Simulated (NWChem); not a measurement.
Species: C₃H₃F₃; SMILES F[C@H]1CC1(F)F

Program: NWChem. All runs use the structure optimised with PBE0/def2-SVP. Level: B3LYP/def2-SVP with COSMO at NWChem's default radii, gas-phase geometry; rows give the dielectric constant.

For dielectric constant 46.7:

```
Item                                       Value
-----------------------------------------  -----
electrostatic solvation energy (kcal/mol)   -3.3
dipole in solution (D)                      2.45
```

Task: How do the values read with dielectric constant 1.5 instead?

Result: 
- electrostatic solvation energy (kcal/mol) = -1.0
- dipole in solution (D) = 2.13
